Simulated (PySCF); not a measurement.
C₅H₅Cl. Atoms are numbered in the order given.

```xyz
11

Cl    -0.0009     2.0049     0.0000
C     -0.0695     0.2864     0.0000
C     -1.1728    -0.4860     0.0000
C     -0.7373    -1.8945     0.0000
C      0.6102    -1.9545     0.0000
C      1.1729    -0.5584     0.0000
H     -2.2047    -0.1327     0.0000
H     -1.4201    -2.7470     0.0000
H      1.2226    -2.8579     0.0000
H      1.7977    -0.3520     0.8869
H      1.7977    -0.3520    -0.8869
```
Charge 0, spin multiplicity 1.

Geometry optimised at ωB97X-D3(BJ)/def2-SVP. One conformer was computed; it need not be the lowest.

The numbers are results of PySCF with PBE/def2-TZVP, not measurements.

ESP charges are fitted to the potential on shells at 1.4 to 2.0 van der Waals radii. Atomic charges (e):

```
atom  Mulliken  ESP fit
----  --------  -------
Cl1      -0.10      ___
C2        0.02     0.06
C3       -0.16      ___
C4       -0.08    -0.20
C5       -0.22    -0.14
C6       -0.06    -0.24
H7        0.12      ___
H8        0.11      ___
H9        0.11      ___
H10       0.12     0.16
H11       0.12     0.16
```

**Question.** Some entries are withheld; supply them. (An estimate is asked for; the answer gives what the named calculation found.)

**Answer.** 
- Cl1, ESP fit: -0.10
- C3, ESP fit: -0.11
- H7, ESP fit: 0.14
- H8, ESP fit: 0.15
- H9, ESP fit: 0.13

Computed Mayer and Wiberg (Löwdin basis) orders of the bonds:
```tsv
bond	Mayer	Wiberg
Cl1–C2	1.07	1.73
C2–C3	1.73	1.84
C3–C4	1.08	1.27
C4–C5	1.80	1.91
C2–C6	1.03	1.19
C5–C6	1.03	1.20
C3–H7	0.96	0.85
C4–H8	0.95	0.85
C5–H9	0.96	0.85
C6–H10	0.90	0.81
C6–H11	0.90	0.81
```
